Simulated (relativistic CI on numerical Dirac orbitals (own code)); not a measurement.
# Co⁺ in a cubic cluster: 2p photoemission with charge transfer

Computed with a charge-transfer multiplet model of a cubic metal-ligand cluster with up to 2 ligand holes, Slater and spin-orbit integrals from Dirac-Coulomb-Breit ions, Slater integrals scaled by 0.8. The ground state mixes d8 with configurations of k ligand holes L, whose averages lie at kΔ + k(k − 1)U_dd/2; a core hole lowers each added d electron by U_cd. 20 K, Lorentzian 0.6 eV and Gaussian 0.8 eV FWHM.

Atomic integrals in eV (Slater integrals scaled, ζ unscaled), ground: F2dd 8.285, F4dd 5.103, zeta_d 0.056; with the core hole: F2dd 9.869, F4dd 6.132, zeta_d 0.084, zeta_core 9.670, F2cd 5.831, G1cd 4.368, G3cd 2.482.

Cluster parameters (eV): Δ = 5.4, U_dd = 7.1, U_cd = 8.6, 10Dq(ligand) = 0.4, V(eg) = 2.15, V(t2g) = -1.01, final-state hopping factor = 1.

```csv
Case,n_d,d8,d9L,d10L2,S
10Dq = -0.25 eV,8.17,0.84,0.16,0.00,1.00
10Dq = 0.35 eV,8.16,0.85,0.15,0.00,1.00
10Dq = 0.65 eV,8.15,0.85,0.14,0.00,1.00
10Dq = 0.95 eV,8.15,0.86,0.14,0.00,1.00
10Dq = 1.25 eV,8.14,0.86,0.13,0.00,1.00
```

Weights, n_d and S are thermal averages at 20 K. Binding energies count from the first peak over 30 % of the highest in each spectrum, which can be another peak from case to case. The parameters are a model scan and need not match a compound or its usual spin state. A negative ionic 10Dq is a model choice; hopping adds the covalent part of the field. Peaks in eV (height, largest 100):
- 10Dq = -0.25 eV: 0.0 (100), 6.2 (44), 10.5 (11), 15.1 (42), 21.4 (35), 24.5 (7)
- 10Dq = 0.35 eV: 0.0 (100), 6.0 (44), 10.5 (9), 14.9 (48), 21.1 (29), 24.6 (5)
- 10Dq = 0.65 eV: 0.0 (100), 5.9 (44), 10.6 (8), 15.0 (48), 21.0 (28)
- 10Dq = 0.95 eV: 0.0 (100), 5.8 (44), 10.6 (7), 15.0 (49), 20.9 (28)
- 10Dq = 1.25 eV: 0.0 (100), 5.8 (44), 10.7 (6), 15.0 (49), 20.9 (28)

For the case 10Dq = 0.35 eV, Δ = 5.4 eV is smaller than U_dd = 7.1 eV, the charge-transfer side of the Zaanen-Sawatzky-Allen scheme. With the core hole the average of the configuration with one ligand hole lies at Δ − U_cd = -3.2 eV before mixing: the effective hopping of about 2.9 eV (from the holes of the mixed ground state) is comparable with this gap or larger, so the configurations mix strongly.
